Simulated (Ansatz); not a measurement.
Q: Name a neutral molecule of Al, C, Si and H with HOMO–LUMO gap (PBE/def2-TZVPP) between 2.25 and 2.55 eV and LUMO energy (PBE0/def2-TZVPP) between -2.55 and -2.25 eV (Ansatz, PBE0-D4/def2-TZVP geometry).

A: `C[SiH2][Al]([AlH2])[AlH2]` (2.27 eV, -2.51 eV); `C[CH2][AlH][AlH][SiH3]` (2.53 eV, -2.28 eV); `C1[SiH2][AlH][SiH2]1` (2.44 eV, -2.36 eV). Other molecules can fit too; these were computed, each in one conformer that needn't be the lowest.
